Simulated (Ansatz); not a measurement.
A nudged elastic band was laid between two geometries of BClH3OS (7 atoms, charge 1, multiplicity 1).

Theory: Ansatz 0.2.0, RKS BLYP/def2-SVP.

* movable images: 7
* climbing image: yes
* spring: 5.0 eV/Å²
* optimiser: quadratic models (default)
* start path: through a guess of the saddle point
* force threshold: 0.03 eV/Å
* iteration limit: 60
* end points: relaxed

Image 0:

```xyz
7
Properties=species:S:1:pos:R:3
O -0.750 0.944 -0.076
B 0.020 -0.359 0.005
S 1.777 -0.148 0.181
Cl -1.011 -1.741 -0.095
H -1.733 0.945 -0.180
H -0.348 1.845 -0.046
H 2.044 -1.486 0.210
```

Image 8:

```xyz
7
Properties=species:S:1:pos:R:3
O -1.217 0.831 -0.059
B -0.535 -0.294 0.084
S 1.350 0.109 0.628
Cl -0.957 -1.964 -0.027
H -2.177 0.779 -0.263
H 1.534 1.251 -0.110
H 2.003 -0.713 -0.253
```

**Question.** Which bonds break or form, and what moves?

**Answer.** Bonds broken: O1–H6. Bonds formed: S3–H6.

**Question.** Give the energies along the band, and the barrier.

**Answer.** The forces met the threshold. The highest image is number 4 of 0 to 8, 0.91 eV above the first end and 1.33 eV above the last; the last end lies 0.43 eV below the first. A vibrational analysis at the climbing image gives one clearly imaginary mode, 1228i cm⁻¹: a first-order saddle point. The orbitals stay closed-shell, which can raise the energy where a bond breaks towards radicals; this wasn't checked here. Limits of this set-up: the dipole of an ion depends on the origin.

```json
{"image": "0", "path coordinate (Å)": "0.00", "energy (eV)": "0.00", "O1–H6 (Å)": "0.99", "S3–H6 (Å)": "2.92"}
{"image": "1", "path coordinate (Å)": "0.51", "energy (eV)": "0.08", "O1–H6 (Å)": "0.99", "S3–H6 (Å)": "2.77"}
{"image": "2", "path coordinate (Å)": "1.02", "energy (eV)": "0.30", "O1–H6 (Å)": "0.99", "S3–H6 (Å)": "2.61"}
{"image": "3", "path coordinate (Å)": "1.52", "energy (eV)": "0.54", "O1–H6 (Å)": "1.01", "S3–H6 (Å)": "2.36"}
{"image": "4", "path coordinate (Å)": "2.03", "energy (eV)": "0.91", "O1–H6 (Å)": "1.21", "S3–H6 (Å)": "1.79"}
{"image": "5", "path coordinate (Å)": "2.50", "energy (eV)": "0.26", "O1–H6 (Å)": "1.68", "S3–H6 (Å)": "1.44"}
{"image": "6", "path coordinate (Å)": "2.96", "energy (eV)": "-0.27", "O1–H6 (Å)": "2.18", "S3–H6 (Å)": "1.37"}
{"image": "7", "path coordinate (Å)": "3.43", "energy (eV)": "-0.41", "O1–H6 (Å)": "2.65", "S3–H6 (Å)": "1.37"}
{"image": "8", "path coordinate (Å)": "3.89", "energy (eV)": "-0.43", "O1–H6 (Å)": "2.78", "S3–H6 (Å)": "1.37"}
```

**Question.** What is the geometry of the highest image?

**Answer.** 
```xyz
7
Properties=species:S:1:pos:R:3:forces:R:3
O -0.721 0.793 -0.194 0.01 0.01 0.00
B -0.322 -0.527 0.163 -0.01 0.01 -0.01
S 1.440 -0.099 0.755 0.00 0.00 0.00
Cl -1.263 -1.939 0.072 0.00 0.00 0.00
H -1.596 1.152 -0.493 0.00 -0.01 0.00
H 0.391 1.183 0.070 0.00 0.00 0.00
H 2.070 -0.563 -0.372 0.00 0.00 0.00
```

**Question.** What are the harmonic wavenumbers there?

**Answer.** 1228i, 237, 272, 360, 436, 452, 556, 757, 902, 965, 1038, 1219, 1755, 2538, 3478 cm⁻¹.

Run time: 2.7 min on 1 thread of Arm Neoverse V2, with other jobs on the host, peak memory 0.14 GiB.
